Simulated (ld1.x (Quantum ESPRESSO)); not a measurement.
## What one change does to a pseudopotential (Be (Z = 4), RRKJ)

ld1.x (Quantum ESPRESSO) 7.5 input, shortened:

```
&input
   title='Be', zed=4., rel=1, dft='PBE', iswitch=3,
   config='[He] 2s1.75 2p0.25'
 /
 &inputp
   pseudotype=2, tm=.false., rho0=0.005, lloc=-2, rcloc=2.10,
   nlcc=.true., rcore=2.20
 /
2
2S  1  0   1.75   0.00  2.15  2.15  0.0
2P  2  1   0.25   0.00  2.60  2.60  0.0
 &test
   configts(1)='2s1.75 2p0.25'
 /
```

All-electron outer shells of the reference configuration (PBE, scalar-relativistic, ld1.x):

```csv
shell,level (eV),outermost node (bohr),outermost maximum (bohr)
1s,-106.59,–,0.27
2s,-5.77,0.59,2.04
2p,-2.16,–,2.28
```

Change: all radii but the core radius scaled by about 1.30 (s 2.80, p 3.38 bohr); local potential all-electron potential smoothed inside 2.74 bohr (lloc = -2).

Cutoffs: the cutoffs (Ry, on a coarse ladder) from which the occupation-weighted sum of valence levels, in a spherical-Bessel basis at the reference potential, stays within 10 and 1 mRy of its value at 400 Ry; they do not see the model core or the augmentation charge, which bear on the density cutoff. Errors are all-electron minus pseudo energies relative to the spin-unpolarised reference configuration.

What does the change do?

The potential gets softer (12 Ry and 18 Ry → 10 Ry and 15 Ry); a bound ghost appears in s, which as a rule spoils a file; of the 6 tests that both files solve, the error grows in 4 and shrinks in 0 by more than 15 % and 0.3 meV (median size 8.8 → 9.9 meV). A larger radius leaves more room for a smooth pseudo-wave, so fewer plane waves are needed. More of the atom is replaced by a form fitted at one configuration, so other configurations suffer.

```tsv
quantity	base	changed
cutoff, loose	12 Ry	10 Ry
cutoff, tight	18 Ry	15 Ry
loose cutoff by channel (10 mRy a level)	s 10 Ry, p 8 Ry	s 10 Ry, p 6 Ry
bound ghosts	none	s
error for 2s2 2p0, meV [ΔE -0.90 eV]	-0.2	-0.7
error for 2s1 2p0, meV [ΔE 8.65 eV]	+15	+13
error for 2s1.5 2p0, meV [ΔE 2.86 eV]	+2.9	+2.8
error for 2s0 2p2, meV [ΔE 6.35 eV]	-16	-41
error for 2s0 2p1, meV [ΔE 12.56 eV]	-39	-85
error for 2s1 2p1, meV [ΔE 2.71 eV]	-2.3	-6.8
```

 A true bound ghost makes a file unfit for plane-wave use even where its test errors are small: the radial tests pick states by their node count and pass the ghost by.
